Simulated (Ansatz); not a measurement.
The cluster Li₆N₂, relaxed as a singlet with RKS r2SCAN-D4/def2-TZVP in Ansatz, starting from the GFN1-xTB geometry. Force threshold 0.02 eV/Å.

The restricted singlet is unstable towards broken spin symmetry in Hartree–Fock (as tested in another run); at r2SCAN-D4/def2-TZVP this wasn't settled. Another isomer (singlet) lies 0.33 eV lower at PBE0-D4/def2-TZVP; other spin states weren't run for this one.

Start:

```xyz
8

Li   -0.123   -0.511    0.953
Li   -2.396   -1.487   -1.318
Li    0.339    2.377    1.917
Li    0.003    0.652   -1.021
Li    2.390    1.279    0.931
Li   -0.074   -2.478   -1.388
N     0.692    1.239    0.689
N    -0.832   -1.071   -0.764
```

(1) Estimate the energy that the relaxation releases and the steps that it takes.

(2) Does the start keep its bonding?

(3) Predict the relaxed structure.

Results:

(1) 0.38 eV, in 12 steps; 18 s on 4 threads of Arm Neoverse V2 on a shared host. The force fell under the threshold at step 8, but the optimiser went on. No frequencies were taken in this run, so the end may be a saddle point.

(2) By distances, no bond broke or formed. The bond that changes most is Li2–N8, from 1.71 to 1.75 Å (atoms count from 1).

(3) 
```tsv
atom	x (Å)	y (Å)	z (Å)
Li1	-0.072	-0.585	0.894
Li2	-2.510	-1.177	-0.968
Li3	-0.064	2.462	1.603
Li4	0.070	0.585	-0.894
Li5	2.508	1.177	0.970
Li6	0.069	-2.460	-1.604
N7	0.765	1.140	0.806
N8	-0.766	-1.142	-0.807
```
Bond lengths (bridged metal pairs left out): 8 × Li–N 1.75 to 1.92 Å.
